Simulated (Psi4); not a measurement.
Job for Psi4: SAPT0/jun-cc-pV(D+d)Z on CH9NSi (a complex), monomers drawn apart or pushed together.

```
memory 1800 MB

molecule dimer {
0 1
N     0.41452016   -0.62546238   -0.36335327
H     1.29003088   -0.52808686    0.13769779
H    -0.09299095    0.24524254   -0.25634220
H    -0.12212494   -1.34702964    0.10398364
--
0 1
C    -0.85830561    1.23561003    7.79111060
Si   -0.57670699    0.82387001    5.98325556
H    -1.43043399    0.44829746    8.28541251
H    -1.41135571    2.17091490    7.89574730
H     0.09127465    1.34440014    8.31835647
H     0.17494103   -0.44759279    5.84846090
H     0.20050553    1.89820638    5.31883546
H    -1.87110845    0.67827743    5.27400109
units angstrom
symmetry c1
no_reorient
no_com
}

set {
  basis jun-cc-pV(D+d)Z
  scf_type df
  freeze_core true
}

energy('sapt0')
```

The log:

```
[...]
==> Input File <==

--------------------------------------------------------------------------
memory 1800 MB

molecule dimer {
0 1
N     0.41452016   -0.62546238   -0.36335327
H     1.29003088   -0.52808686    0.13769779
H    -0.09299095    0.24524254   -0.25634220
H    -0.12212494   -1.34702964    0.10398364
--
0 1
C    -0.85830561    1.23561003    7.79111060
Si   -0.57670699    0.82387001    5.98325556
H    -1.43043399    0.44829746    8.28541251
H    -1.41135571    2.17091490    7.89574730
H     0.09127465    1.34440014    8.31835647
H     0.17494103   -0.44759279    5.84846090
H     0.20050553    1.89820638    5.31883546
H    -1.87110845    0.67827743    5.27400109
units angstrom
symmetry c1
no_reorient
no_com
}

set {
  basis jun-cc-pV(D+d)Z
  scf_type df
  freeze_core true
}

energy('sapt0')
--------------------------------------------------------------------------


   => Loading Basis Set <=

    Name: JUN-CC-PV(D+D)Z
    Role: ORBITAL
    Keyword: BASIS
    atoms 1         entry N          line   222 file jun-cc-pv_dpd_z.gbs
    atoms 2-4, 7-12 entry H          line    60 file jun-cc-pv_dpd_z.gbs
    atoms 5         entry C          line   188 file jun-cc-pv_dpd_z.gbs
    atoms 6         entry SI         line   566 file jun-cc-pv_dpd_z.gbs

   => Loading Basis Set <=

    Name: JUN-CC-PV(D+D)Z
    Role: ORBITAL
    Keyword: BASIS
    atoms 1         entry N          line   222 file jun-cc-pv_dpd_z.gbs
    atoms 2-4, 7-12 entry H          line    60 file jun-cc-pv_dpd_z.gbs
    atoms 5         entry C          line   188 file jun-cc-pv_dpd_z.gbs
    atoms 6         entry SI         line   566 file jun-cc-pv_dpd_z.gbs


  //>>>>>>>>>>>>>>>>>>>>>>>>>>>>>>>>>>>//
  //              Dimer HF             //
  //<<<<<<<<<<<<<<<<<<<<<<<<<<<<<<<<<<<//

   => Libint2 <=

    Primary   basis highest AM E, G, H:  7, 6, 3
    Auxiliary basis highest AM E, G, H:  7, 7, 4
    Onebody   basis highest AM E, G, H:  -, -, -
    Solid Harmonics ordering:            Gaussian


   => Loading Basis Set <=

    Name: JUN-CC-PV(D+D)Z
    Role: ORBITAL
    Keyword: BASIS
    atoms 1         entry N          line   222 file jun-cc-pv_dpd_z.gbs
    atoms 2-4, 7-12 entry H          line    60 file jun-cc-pv_dpd_z.gbs
    atoms 5         entry C          line   188 file jun-cc-pv_dpd_z.gbs
    atoms 6         entry SI         line   566 file jun-cc-pv_dpd_z.gbs


         ---------------------------------------------------------
                                   SCF
               by Justin Turney, Rob Parrish, Andy Simmonett
                          and Daniel G. A. Smith
                              RHF Reference
                        1 Threads,   1716 MiB Core
         ---------------------------------------------------------

  ==> Geometry <==

    Molecular point group: c1
    Full point group: C1

    Geometry (in Angstrom), charge = 0, multiplicity = 1:

       Center              X                  Y                   Z               Mass
    ------------   -----------------  -----------------  -----------------  -----------------
         N            0.414520160000    -0.625462380000    -0.363353270000    14.003074004430
         H            1.290030880000    -0.528086860000     0.137697790000     1.007825032230
         H           -0.092990950000     0.245242540000    -0.256342200000     1.007825032230
         H           -0.122124940000    -1.347029640000     0.103983640000     1.007825032230
         C           -0.858305610000     1.235610030000     7.791110600000    12.000000000000
         SI          -0.576706990000     0.823870010000     5.983255560000    27.976926534650
         H           -1.430433990000     0.448297460000     8.285412510000     1.007825032230
         H           -1.411355710000     2.170914900000     7.895747300000     1.007825032230
         H            0.091274650000     1.344400140000     8.318356470000     1.007825032230
         H            0.174941030000    -0.447592790000     5.848460900000     1.007825032230
         H            0.200505530000     1.898206380000     5.318835460000     1.007825032230
         H           -1.871108450000     0.678277430000     5.274001090000     1.007825032230

  Running in c1 symmetry.

  Rotational constants: A =      0.86171  B =      0.00804  C =      0.00801 [cm^-1]
  Rotational constants: A =  25833.52819  B =    241.01107  C =    240.10592 [MHz]
  Nuclear repulsion =   94.368375840069774

  Charge       = 0
  Multiplicity = 1
  Electrons    = 36
  Nalpha       = 18
  Nbeta        = 18

  ==> Algorithm <==

  SCF Algorithm Type is DF.
  DIIS enabled.
  MOM disabled.
  Fractional occupation disabled.
  Guess Type is SAD.
  Energy threshold   = 1.00e-08
  Density threshold  = 1.00e-08
  Integral threshold = 1.00e-12

  ==> Primary Basis <==

  Basis Set: JUN-CC-PV(D+D)Z
    Blend: JUN-CC-PV(D+D)Z
    Number of shells: 54
    Number of basis functions: 108
    Number of Cartesian functions: 112
    Spherical Harmonics?: true
   
[...]
883
      98A      3.468949    99A      3.514854   100A      3.517191
     101A      3.570805   102A      3.570831   103A      3.649505
     104A      3.649541   105A      4.989983   106A      6.016767
     107A      6.017002   108A     25.413785

    Final Occupation by Irrep:
              A
    DOCC [    13 ]
    NA   [    13 ]
    NB   [    13 ]

  @DF-RHF Final Energy:  -330.29942075120016

   => Energetics <=

    Nuclear Repulsion Energy =             62.8302271674207802
    One-Electron Energy =                -580.3684994600170057
    Two-Electron Energy =                 187.2388515413961159
    Total Energy =                       -330.2994207512001594

Computation Completed


Properties will be evaluated at   0.000000,   0.000000,   0.000000 [a0]

Properties computed using the SCF density matrix


 Multipole Moments:

 ------------------------------------------------------------------------------------
     Multipole            Electronic (a.u.)      Nuclear  (a.u.)        Total (a.u.)
 ------------------------------------------------------------------------------------

 L = 1.  Multiply by 2.5417464519 to convert [e a0] to [Debye]
 Dipole X            :         32.9706272          -33.0133424           -0.0427153
 Dipole Y            :        -47.2569787           47.3193919            0.0624133
 Dipole Z            :       -323.7236428          323.9993176            0.2756749
 Magnitude           :                                                    0.2858612

 ------------------------------------------------------------------------------------

  Constructing Basis Sets for SAPT...

   => Loading Basis Set <=

    Name: (JUN-CC-PV(D+D)Z AUX)
    Role: RIFIT
    Keyword: DF_BASIS_SAPT
    atoms 1         entry N          line   144 file jun-cc-pvdz-ri.gbs
    atoms 2-4, 7-12 entry H          line    30 file jun-cc-pvdz-ri.gbs
    atoms 5         entry C          line   100 file jun-cc-pvdz-ri.gbs
    atoms 6         entry SI         line   376 file jun-cc-pvdz-ri.gbs

   => Loading Basis Set <=

    Name: (JUN-CC-PV(D+D)Z AUX)
    Role: JKFIT
    Keyword: DF_BASIS_ELST
    atoms 1         entry N          line   202 file jun-cc-pvdz-jkfit.gbs
    atoms 2-4, 7-12 entry H          line    70 file jun-cc-pvdz-jkfit.gbs
    atoms 5         entry C          line   146 file jun-cc-pvdz-jkfit.gbs
    atoms 6         entry SI         line   506 file jun-cc-pvdz-jkfit.gbs


  //>>>>>>>>>>>>>>>>>>>>>>>>>>>>>>>>>>>//
  //               SAPT0               //
  //<<<<<<<<<<<<<<<<<<<<<<<<<<<<<<<<<<<//



        SAPT0
    Ed Hohenstein
     6 June 2009

      Orbital Information
  --------------------------
    NSO        =       108
    NMO        =       108
    NRI        =       341
    NRI (Elst) =       486
    NOCC A     =         5
    NOCC B     =        13
    FOCC A     =         1
    FOCC B     =         6
    NVIR A     =       103
    NVIR B     =        95

    Elst10,r            =    -0.000084497360 [Eh]
    Exch10              =     0.000000194305 [Eh]
    Exch10 (S^2)        =     0.000000194305 [Eh]

    Maxiter = 50
    CPHF R converge = 1.000000E-08

    Iter     Energy [mEh]          dE [mEh]         Residual      Time [s]
       1      -0.00012117       0.000121166     6.126865e-05             0
       2      -0.00014014       0.000018975     3.712989e-05             0
       3      -0.00014841       0.000008266     8.695467e-06             0
       4      -0.00014809      -0.000000322     1.993482e-06             0
       5      -0.00014778      -0.000000307     3.686989e-07             0
       6      -0.00014786       0.000000081     6.330973e-08             0
       7      -0.00014785      -0.000000011     1.105058e-08             0
       8      -0.00014785       0.000000001     1.156172e-09             0

    CHF Iterations converged

    Maxiter = 50
    CPHF R converge = 1.000000E-08

    Iter     Energy [mEh]          dE [mEh]         Residual      Time [s]
       1      -0.00206907       0.002069068     2.526393e-04             0
       2      -0.00251041       0.000441337     1.068184e-04             0
       3      -0.00258825       0.000077840     2.573738e-05             0
       4      -0.00257740      -0.000010843     5.697733e-06             0
       5      -0.00257563      -0.000001773     7.532871e-07             0
       6      -0.00257607       0.000000438     2.002275e-07             0
       7      -0.00257609       0.000000022     3.374367e-08             0
       8      -0.00257607      -0.000000018     5.127364e-09             0

    CHF Iterations converged

    Ind20,r (A<-B)      =    -0.000000147850 [Eh]
    Ind20,r (B<-A)      =    -0.000002576071 [Eh]
    Ind20,r             =    -0.000002723921 [Eh]
    Exch-Ind20,r (A<-B) =     0.000000027676 [Eh]
    Exch-Ind20,r (B<-A) =     0.000000004716 [Eh]
    Exch-Ind20,r        =     0.000000032392 [Eh]
    Disp20              =    -0.000036585687 [Eh]
    Disp20 (SS)         =    -0.000018292844 [Eh]
    Disp20 (OS)         =    -0.000018292844 [Eh]
    Exch-Disp20         =     0.000000058114 [Eh]
    Exch-Disp20 (SS)    =     0.000000044251 [Eh]
    Exch-Disp20 (OS)    =     0.000000013864 [Eh]

    SAPT Results
  --------------------------------------------------------------------------------------------------------
    Electrostatics                 -0.08449736 [mEh]      -0.05302289 [kcal/mol]      -0.22184779 [kJ/mol]
      Elst10,r                     -0.08449736 [mEh]      -0.05302289 [kcal/mol]      -0.22184779 [kJ/mol]

    Exchange                        0.00019431 [mEh]       0.00012193 [kcal/mol]       0.00051015 [kJ/mol]
      Exch10                        0.00019431 [mEh]       0.00012193 [kcal/mol]       0.00051015 [kJ/mol]
      Exch10(S^2)                   0.00019431 [mEh]       0.00012193 [kcal/mol]       0.00051015 [kJ/mol]

    Induction                      -0.00273294 [mEh]      -0.00171494 [kcal/mol]      -0.00717533 [kJ/mol]
      Ind20,r                      -0.00272392 [mEh]      -0.00170929 [kcal/mol]      -0.00715165 [kJ/mol]
      Exch-Ind20,r                  0.00003239 [mEh]       0.00002033 [kcal/mol]       0.00008505 [kJ/mol]
      delta HF,r (2)               -0.00004141 [mEh]      -0.00002598 [kcal/mol]      -0.00010872 [kJ/mol]

    Dispersion                     -0.03652757 [mEh]      -0.02292140 [kcal/mol]      -0.09590313 [kJ/mol]
      Disp20                       -0.03658569 [mEh]      -0.02295787 [kcal/mol]      -0.09605571 [kJ/mol]
      Exch-Disp20                   0.00005811 [mEh]       0.00003647 [kcal/mol]       0.00015258 [kJ/mol]
      Disp20 (SS)                  -0.01829284 [mEh]      -0.01147893 [kcal/mol]      -0.04802785 [kJ/mol]
      Disp20 (OS)                  -0.01829284 [mEh]      -0.01147893 [kcal/mol]      -0.04802785 [kJ/mol]
      Exch-Disp20 (SS)              0.00004425 [mEh]       0.00002777 [kcal/mol]       0.00011618 [kJ/mol]
      Exch-Disp20 (OS)              0.00001386 [mEh]       0.00000870 [kcal/mol]       0.00003640 [kJ/mol]

  Total HF                         -0.08703599 [mEh]      -0.05461591 [kcal/mol]      -0.22851297 [kJ/mol]
  Total SAPT0                      -0.12356357 [mEh]      -0.07753731 [kcal/mol]      -0.32441610 [kJ/mol]

  Special recipe for scaled SAPT0 (see Manual):
    Electrostatics sSAPT0          -0.08449736 [mEh]      -0.05302289 [kcal/mol]      -0.22184779 [kJ/mol]
    Exchange sSAPT0                 0.00019431 [mEh]       0.00012193 [kcal/mol]       0.00051015 [kJ/mol]
    Induction sSAPT0               -0.00273294 [mEh]      -0.00171494 [kcal/mol]      -0.00717533 [kJ/mol]
    Dispersion sSAPT0              -0.03652757 [mEh]      -0.02292140 [kcal/mol]      -0.09590313 [kJ/mol]
  Total sSAPT0                     -0.12356357 [mEh]      -0.07753731 [kcal/mol]      -0.32441610 [kJ/mol]
  --------------------------------------------------------------------------------------------------------



*** Psi4 exiting successfully. Buy a developer a beer!
```

The run finished.

Cost: around 15 core-seconds (rough).
